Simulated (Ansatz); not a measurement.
`CC(=S)CI` + HCl → `CC(=S)CCl` + HI  (substitution at a C–I bond)

Gas-phase electronic energies from Ansatz, PBE0-D4/def2-TZVP geometries. CCSD(T)/CBS is the MP2 limit (def2-TZVPP, def2-QZVPP) plus CCSD(T) − MP2 in def2-TZVPP, frozen cores. This one scheme is used for every species. DFT in def2-TZVPP. HSE06 is defined as in plane-wave codes. def2 core potentials past Kr. For I outer-core shells are correlated without core-valence functions, which leaves a few kJ/mol of doubt a bond. Each species was taken in one conformer, which may not be the lowest.

```json
{"level": "HSE06-D4", "ΔE (eV)": "0.23"}
{"level": "r2SCAN", "ΔE (eV)": "0.22"}
```

(1) What does CCSD(T)/CBS give? (Estimate.)

Largest T1 diagnostic among the species: 0.014.

Results:

(1) Computed: +0.31 eV. The listed levels differ from it by -0.08, -0.09 eV.

At CCSD(T), def2-SVP lies −0.16 eV from the extrapolated value and def2-TZVPP −0.04 eV. Leaving LDA and LC-ωPBE aside and taking each functional with its dispersion term where it has one, the values, not all of them listed here, spread over 0.08 eV, from ωB97X-V to BLYP-D4. LDA lies −0.03 eV from PBE without D4. In def2-TZVPP, CCSD(T) changes the Hartree–Fock value by +0.14 eV (the triples alone add +0.02 eV) and MP2 by +0.21 eV.
